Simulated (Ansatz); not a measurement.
Consider the isomerisation: `[GeH3][CH]1CO1` → `O=C[CH2][GeH3]`.

Program: Ansatz. Geometries: PBE0-D4/def2-TZVP. ΔE: electronic, gas phase. CBS: MP2 limit from def2 TZ/QZ plus the TZ coupled-cluster correction, frozen cores. DFT in def2-TZVPP. B3LYP here is the variant with VWN-RPA as its local correlation; programs differ in this. For Ge outer-core shells are correlated without core-valence functions, which leaves a few kJ/mol of doubt a bond. Scalar relativity is left out up to krypton. One conformer a species, not always the lowest.

Q: Is it downhill or uphill in electronic energy at CCSD(T)/CBS, and by how much? (Best estimate.)

A: Computed: Downhill: ΔE = -119.9 kJ/mol.

Q: What do these levels give: PBE-D4, r2SCAN-D4, B3LYP-D4, PBE, r2SCAN, B3LYP, CCSD/def2-TZVPP, HF/def2-QZVPP, MP2/def2-QZVPP, SCS-MP2/def2-QZVPP, MP2/CBS(def2), CCSD/CBS(def2)? (An estimate is asked.)

A: Computed: PBE-D4 -114.1, r2SCAN-D4 -117.8, B3LYP-D4 -127.7, PBE -113.8, r2SCAN -117.7, B3LYP -127.3, CCSD/def2-TZVPP -121.2, HF/def2-QZVPP -139.6, MP2/def2-QZVPP -117.7, SCS-MP2/def2-QZVPP -120.4, MP2/CBS(def2) -117.3, CCSD/CBS(def2) -120.3 kJ/mol.

Largest T1 diagnostic among the species: 0.013.

In def2-TZVPP, CCSD(T) changes the Hartree–Fock value by +18.7 kJ/mol (the triples alone add +0.4 kJ/mol) and MP2 by +21.3 kJ/mol.
